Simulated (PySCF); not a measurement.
## Spinor energies of Pr(33+) (praseodymium, charge +33)

Start: [Ar] 3d8; 3d3/2 filled at m_j = -3/2, -1/2, +1/2, +3/2; 3d5/2 filled at m_j = -1/2, +1/2, +3/2, +5/2. Calculated with PySCF 2.14 in an even-tempered Gaussian basis (16 s from 5.9 bohr⁻², ratio 2.8; 12 p from 7.6 bohr⁻², ratio 2.8; 8 d from 7.6 bohr⁻², ratio 2.8; 3 f from 30 bohr⁻², ratio 3): generalised Hartree-Fock with the X2C-1e Hamiltonian and a Gaussian nucleus; one run each with spin-orbit coupling (SO) switched off, then screened by Boettger's factors.

| spinor shell | electrons | ε, spin-free (eV) | ε, screened SO (eV) | weight of nominal j (screened SO) | rms radius, screened SO (bohr) |
| --- | --- | --- | --- | --- | --- |
| 1s1/2 | 2 | -43586.8 | -43580.1 | 1.000 | 0.0275 |
| 2s1/2 | 2 | -8251.6 | -8249.1 | 1.000 | 0.111 |
| 2p1/2 | 2 | -7525.7 | -7868.3 | 1.000 | 0.0955 |
| 2p3/2 | 4 | -7525.7 | -7374.0 | 1.000 | 0.101 |
| 3s1/2 | 2 | -2763.4 | -2762.7 | 1.000 | 0.282 |
| 3p1/2 | 2 | -2526.5 | -2605.5 | 0.998 | 0.272 |
| 3p3/2 | 4 | -2526.5 | -2491.0 | 0.999 | 0.284 |
| 3d3/2 | 4 | -2222.3 | -2235.4 | 0.974 | 0.252 |
| 3d5/2 | 4 | -2222.3 | -2211.9 | 0.982 | 0.255 |

```csv
quantity,spin-free,screened SO
E (hartree),-8562.42991,-8567.21390
M_J,4,4
⟨J²⟩,20.000,20.000
⟨L²⟩,12.000,12.683
⟨S²⟩,2.000,1.857
```

Each row is a mean over spinors that exchange with the open shell spreads, by up to 30.843 eV (3p3/2).

Breit and QED terms are absent; they matter most for the inner s and p1/2 levels.

Densities and radii are taken from the X2C orbitals without a picture-change correction, which distorts them close to the nucleus.

Without spin-orbit coupling the j labels of p, d and f shells carry no meaning; the spin-free column gives the mean over the occupied spinors of each nl shell.
